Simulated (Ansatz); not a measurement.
Consider the ligand exchange at the Si–C bond: `C[SiH2]C[SiH2]F` + `CN[SiH3]` → `CN([SiH3])[SiH2]F` + `C[SiH2]C`.

Program: Ansatz. Geometries: PBE0-D4/def2-TZVP. ΔE: electronic, gas phase. CCSD(T)/CBS adds triple-zeta CCSD(T) − MP2 to the extrapolated MP2 energy (def2 sets, frozen cores). Functionals use def2-TZVPP. B3LYP here is the variant with VWN-RPA as its local correlation; programs differ in this. One conformer a species, not always the lowest.

| level | ΔE (kJ/mol) | difference from CCSD(T)/CBS |
| --- | --- | --- |
| PBE-D4 | -60.8 | 7.4 |
| PBE0-D4 | -61.6 | 6.6 |
| B3LYP-D4 | -67.1 | 1.1 |
| B2PLYP | -68.5 | -0.3 |
| PBE | -59.9 | 8.3 |
| r2SCAN | -65.0 | 3.2 |
| B3LYP | -65.7 | 2.5 |
| HF/def2-TZVPP | -69.2 | -1.0 |
| MP2/def2-TZVPP | -70.9 | -2.7 |
| CCSD/def2-TZVPP | -68.6 | -0.4 |
| HF/def2-QZVPP | -70.1 | -1.9 |
| MP2/def2-QZVPP | -70.7 | -2.5 |
| SCS-MP2/def2-QZVPP | -70.9 | -2.7 |
| HF/CBS(def2) | -70.2 | -2.0 |
| MP2/CBS(def2) | -70.0 | -1.8 |
| CCSD/CBS(def2) | -67.8 | 0.4 |
| CCSD(T)/CBS | -68.2 | 0 |

Largest T1 diagnostic among the species: 0.011.
